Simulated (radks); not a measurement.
Values are calculated unless marked as measured or tabulated.
Exchange energies: the exact (Fock) value of the Kohn-Sham orbitals and density-functional approximations, in hartree. Species: Dy33+ [Ar] 3d10 4s2 4p3; Sr [Kr] 5s2; Lu2+ [Xe] 4f14 6s1. Level of theory: non-relativistic Kohn-Sham, PBE, spin-polarised, spherical densities, point nucleus (a radial shooting solver on a logarithmic mesh with Libxc functionals). Every spin shell is full or empty, so the densities are truly spherical. Functionals are evaluated on that one density, not self-consistently.

functional     Dy33+        Sr      Lu2+
exact       -202.772  -101.876  -282.129
LDA          -192.54   -96.347   -271.36
PBEsol       -198.02   -99.344   -277.41
revPBE       -202.19   -101.63   -282.05
RPBE         -202.30   -101.70   -282.15
PW86         -202.31   -101.88   -281.83
WC           -200.87   -100.91   -280.90
SOGGA        -197.98   -99.329   -277.39
G96          -203.47   -102.21   -284.05
EV93         -202.42   -101.81   -281.44
APBE         -203.34   -102.30   -283.54
revTPSS      -200.79   -101.03   -280.16
r2SCAN       -202.42   -101.83   -282.15
MS2          -201.49   -101.41   -280.86
TASK         -198.26   -99.386   -277.07
